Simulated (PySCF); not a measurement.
Electronic structure of Ge³⁺ (germanium, charge +3) at the PBE level

Configuration: [Ar] 3d10 4s1, 2S determinant. All numbers are calculated (PySCF 2.14, no relativity, point nucleus, in def2-TZVPPD).

```
Total energy                                     : -2074.488 hartree
One-electron energy                              : -2854.514 hartree
Hartree (Coulomb) energy                         : 857.805 hartree
Exchange-correlation energy                      : -77.779 hartree
Kinetic energy                                   : 2071.04109 hartree
⟨S²⟩                                             : 0.7503
⟨L²⟩                                             : 0.000
Sum of ⟨r⟩                                       : 15.91 bohr
Sum of ⟨r²⟩                                      : 14.85 bohr²
Density at the nucleus (Gaussians lack the cusp) : 21900 bohr⁻³
Spin density at the nucleus                      : 16.5 bohr⁻³
Langevin diamagnetic susceptibility              : -11.8 ×10⁻⁶ cm³/mol
```

```csv
shell,electrons,mean orbital energy (eV),"rms radius, mean of both spins (bohr)"
1s α,1,-10839.9,0.0554
1s β,1,-10839.8,0.0554
2s α,1,-1372.5,0.232
2s β,1,-1372.5,0.232
2p α,3,-1226.0,0.205
2p β,3,-1226.0,0.205
3s α,1,-196.99,0.681
3s β,1,-196.87,0.681
3p α,3,-148.42,0.705
3p β,3,-148.27,0.705
3d α,5,-64.032,0.811
3d β,5,-63.767,0.811
4s α,1,-40.514,2.00
```
